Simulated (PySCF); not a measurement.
C4H9FSi, SMILES F/C=C\[SiH](C)C. Atoms are numbered in the order given.

```xyz
15

C     -1.2402     0.5096     1.5451
Si    -0.9006    -0.5044     0.0000
C     -1.2402     0.5096    -1.5451
C      0.8834    -1.1042     0.0000
C      1.9303    -0.2851     0.0000
F      1.7888     1.0463     0.0000
H     -2.2798     0.8726     1.5606
H     -1.0702    -0.0859     2.4550
H     -0.5685     1.3813     1.5771
H     -1.7660    -1.7276     0.0000
H     -0.5685     1.3813    -1.5771
H     -2.2798     0.8726    -1.5606
H     -1.0702    -0.0859    -2.4550
H      1.1254    -2.1717     0.0000
H      2.9881    -0.5708     0.0000
```

Geometry: PBE0-D3(BJ)/def2-SVP. The structure was generated by enumeration; whether it is a known compound was not checked. One conformer was computed; it need not be the lowest.

Two levels are set side by side: PBE/pcSseg-1 (PySCF) and PBE0/pcSseg-1 (PySCF). GIAO shifts against CFCl3 (¹⁹F), TMS (²⁹Si), TMS (¹H), TMS (¹³C) at the same level; non-relativistic, no solvent, atoms listed together averaged. Differences are taken from unrounded values.

```tsv
quantity	PBE
δ(¹³C) of C1, C3 (ppm)	-0.6
δ(²⁹Si) of Si2 (ppm)	-27.8
δ(¹³C) of C4 (ppm)	109.4
δ(¹³C) of C5 (ppm)	170.3
δ(¹⁹F) of F6 (ppm)	-101.9
δ(¹H) of H10 (ppm)	4.61
δ(¹H) of H14 (ppm)	5.24
δ(¹H) of H15 (ppm)	7.43
```

Task: These are the PBE values. What does PBE0 give? (Estimate from the structure and the level; the computed values follow.)

Result: 
| quantity | PBE0 | PBE minus PBE0 |
|---|---|---|
| δ(¹³C) of C1, C3 (ppm) | -0.6 | 0.0 |
| δ(²⁹Si) of Si2 (ppm) | -26.6 | -1.2 |
| δ(¹³C) of C4 (ppm) | 111.7 | -2.3 |
| δ(¹³C) of C5 (ppm) | 171.6 | -1.3 |
| δ(¹⁹F) of F6 (ppm) | -95.6 | -6.3 |
| δ(¹H) of H10 (ppm) | 4.52 | 0.09 |
| δ(¹H) of H14 (ppm) | 5.34 | -0.09 |
| δ(¹H) of H15 (ppm) | 7.36 | 0.07 |

Rough cost on one machine, each run with all the roots and properties that it gave: PBE0 against PBE within a factor of 2.
